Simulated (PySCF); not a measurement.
rhenium atom (Re), sextet (core potentials on Re); DF-PBE0/def2-SVP (PySCF).

Here is a job for PySCF.
```python
from pyscf import gto, scf, dft

mol = gto.M(
    atom='''
Re    0.000000    0.000000    0.000000
''',
    basis='def2-svp',
    ecp={'Re': 'def2-svp'},
    charge=0,
    spin=5,
    verbose=4,
)

mf = dft.UKS(mol)
mf.xc = 'pbe0'
mf = mf.density_fit(auxbasis='def2-universal-jkfit')
mf.kernel()
```

The log (banner, timings and long lists left out):

```
PySCF version 2.14.0

[INPUT] verbose = 4
[INPUT] num. atoms = 1
[INPUT] num. electrons = 15
[INPUT] charge = 0
[INPUT] spin (= nelec alpha-beta = 2S) = 5
[INPUT] symmetry False subgroup None
[INPUT] Mole.unit = angstrom
[INPUT] Symbol           X                Y                Z      unit          X                Y                Z       unit  Magmom
[INPUT]  1 Re     0.000000000000   0.000000000000   0.000000000000 AA    0.000000000000   0.000000000000   0.000000000000 Bohr   0.0

nuclear repulsion = 0
number of shells = 12
number of NR pGTOs = 57
number of NR cGTOs = 32
basis = def2-svp
ecp = {'Re': 'def2-svp'}

******** <class 'pyscf.df.df_jk.DFUKS'> ********
method = DFUKS
initial guess = minao
damping factor = 0
level_shift factor = 0
DIIS = <class 'pyscf.scf.diis.CDIIS'>
diis_start_cycle = 1
diis_space = 8
diis_damp = 0
SCF conv_tol = 1e-09
SCF conv_tol_grad = None
SCF max_cycles = 50
direct_scf = False
number electrons alpha = 10  beta = 5
XC library pyscf.dft.libxc version 7.1.2
    S. Lehtola, C. Steigemann, M. J. T. Oliveira, and M. A. L. Marques,  SoftwareX 7, 1–5 (2018)
XC functionals = pbe0
    C. Adamo and V. Barone,  J. Chem. Phys. 110, 6158 (1999)
    M. Ernzerhof and G. E. Scuseria,  J. Chem. Phys. 110, 5029 (1999)
radial grids:
    Treutler-Ahlrichs [JCP 102, 346 (1995); DOI:10.1063/1.469408] (M4) radial grids

becke partition: Becke, JCP 88, 2547 (1988); DOI:10.1063/1.454033
pruning grids: <function nwchem_prune>
grids dens level: 3
symmetrized grids: False
atomic radii adjust function: <function treutler_atomic_radii_adjust>
small_rho_cutoff = 0
Set gradient conv threshold to 3.16228e-05
tot grids = 24312
******** <class 'pyscf.df.df.DF'> ********
auxbasis = def2-universal-jkfit
init E= -66.1392799862628

cycle= 1 E= -78.0755153317598  delta_E= -11.9  |g|= 0.242  |ddm|= 5.46
cycle= 2 E= -78.0531554889175  delta_E= 0.0224  |g|= 0.409  |ddm|= 1.58
cycle= 3 E= -78.1512911180277  delta_E= -0.0981  |g|= 0.12  |ddm|= 0.668
cycle= 4 E= -78.1616069678326  delta_E= -0.0103  |g|= 0.0145  |ddm|= 0.277
cycle= 5 E= -78.1618376512453  delta_E= -0.000231  |g|= 0.00177  |ddm|= 0.0458
cycle= 6 E= -78.1618729383724  delta_E= -3.53e-05  |g|= 0.00107  |ddm|= 0.0198
cycle= 7 E= -78.1618920750191  delta_E= -1.91e-05  |g|= 0.000161  |ddm|= 0.0271
cycle= 8 E= -78.1618921630472  delta_E= -8.8e-08  |g|= 1.58e-05  |ddm|= 0.00162
cycle= 9 E= -78.161892163822  delta_E= -7.75e-10  |g|= 7.29e-07  |ddm|= 0.000169
Extra cycle  E= -78.1618921638241  delta_E= -2.13e-12  |g|= 3.78e-07  |ddm|= 5.64e-06
converged SCF energy = -78.1618921638241  <S^2> = 8.7662826  2S+1 = 6.0054251
```
